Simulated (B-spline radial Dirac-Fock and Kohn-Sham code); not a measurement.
**Kohn-Sham estimates against Dirac-Fock for the levels of Mn⁵⁺**

System: manganese as Mn⁵⁺, configuration [Ar] 3d2.

The density-functional columns are spherical, spin-unpolarised Dirac-Kohn-Sham results without Breit or QED terms: −ε is minus the orbital energy of the initial state and ΔSCF the difference of two total energies. The reference in the last column comes from Dirac-Fock energy differences between relaxed states, corrected for Breit and QED terms. All numbers are from a radial atomic solver, in eV; a selection of levels is shown.

```
level  PBE −ε  PBE ΔSCF  LDA −ε  LDA ΔSCF  Dirac-Fock
    K  6512.5    6668.3  6497.7    6653.0      6643.2
   L1   830.1     860.7   828.5     859.2       879.7
   L2   723.2     758.7   722.8     758.3       758.6
   L3   712.8     747.8   712.4     747.5       748.5
   M1   165.2     177.7   164.8     177.2       184.2
   M2   134.0     146.2   133.9     146.1       145.8
   M3   132.6     144.7   132.5     144.6       144.3
 M4,5   82.51     94.26   82.81     94.57       93.04
```

Question: Order the estimates of the K (1s) level by their distance from the Dirac-Fock value, nearest first.
A. LDA ΔSCF
B. PBE −ε
C. PBE ΔSCF
D. LDA −ε

Answer: A (9.8 eV), C (25.1 eV), B (130.7 eV), D (145.5 eV).

Values without a named source are computed, but for edge energies of neutral atoms, which are taken from tables.
